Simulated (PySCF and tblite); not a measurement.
Results of a calculation; reference values are marked as such.
Stationary points of C4H4FN2O (charge -1) at PBE0-D3(BJ)/def2-SVP, in Å:

Structure A

```
 1 C    -2.069    0.155    0.118
 2 O    -1.130   -0.841   -0.117
 3 C     0.176   -0.415   -0.091
 4 C     1.311   -1.186   -0.288
 5 N     2.407   -0.352   -0.173
 6 C     1.839    0.805    0.074
 7 F     2.579    1.920    0.258
 8 N     0.509    0.877    0.144
 9 H    -1.999    0.980   -0.617
10 H    -1.949    0.621    1.115
11 H    -3.066   -0.311    0.050
12 H     1.396   -2.254   -0.497
```

Structure B

```
 1 C    -2.018   -0.330   -0.027
 2 O    -1.119    0.174    0.892
 3 C     0.179    0.204    0.443
 4 C     0.716   -0.202   -0.776
 5 N     2.075    0.039   -0.733
 6 C     2.213    0.549    0.470
 7 F     3.426    0.933    0.920
 8 N     1.145    0.690    1.252
 9 H    -1.783   -1.376   -0.315
10 H    -2.036    0.264   -0.966
11 H    -3.022   -0.306    0.426
12 H     0.232   -0.636   -1.653
```

Structure C

```
 1 C    -2.049   -0.159   -0.015
 2 O    -1.044   -0.399    0.911
 3 C     0.227   -0.115    0.454
 4 C     0.898   -0.627   -0.650
 5 N     2.148   -0.051   -0.689
 6 C     2.110    0.730    0.371
 7 F     3.177    1.486    0.704
 8 N     1.010    0.770    1.115
 9 H    -2.008   -0.843   -0.887
10 H    -2.016    0.877   -0.410
11 H    -3.021   -0.313    0.487
12 H     0.568   -1.357   -1.393
```

Level: BHandHLYP/pcSseg-1 + D3(BJ) on PBE0-D3(BJ)/def2-SVP stationary points, with GFN2-xTB thermal terms.

Question: Which structure is a saddle point, and along which motion?

Answer: C: one imaginary mode (60i cm⁻¹ at GFN2-xTB, mostly on C1, H10, H9), along the rotation about the C3–O2 bond (torsion C4–C3–O2–C1 from 180° to 359°, rising).

Question: Give their symmetry and energies above the lowest.

Answer: A Cs, 0.0 kcal/mol; B Cs, 1.4 kcal/mol; C C1, 3.0 kcal/mol.

The ion is treated without a counter-ion.
